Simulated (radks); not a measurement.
Valence configurations of the phosphorus ion P2+ (all share [Ne]). All-electron calculation, scalar-relativistic Kohn-Sham, r2SCAN, spin-polarised, spherical densities, finite nucleus; open shells are filled with parallel spins first; meta-GGA in the generalised Kohn-Sham scheme; Fermi nuclear charge, rms radius 3.1889 fm. Program: a radial shooting solver on a logarithmic mesh with Libxc functionals. Energies are relative to 3s2 3p1; eigenvalues in eV for spin up.

valence      E (eV)  moment (Bohr magnetons)    e(3p)    e(3s)
3s2 3p1       0.000                        1  -24.927  -35.157
3s1 3p2       6.062                        3  -26.512  -36.963
3s1.5 3p1.5   3.667                        2  -25.837  -36.205
3p3          16.497                        3  -27.064        -
3s0.5 3p2.5  11.284                        3  -26.796  -37.234

NIST lists [Ne] 3s2 3p1 as the ground configuration; this level of theory agrees among the configurations tried. The energies are those of spherical high-spin densities, not of single terms.
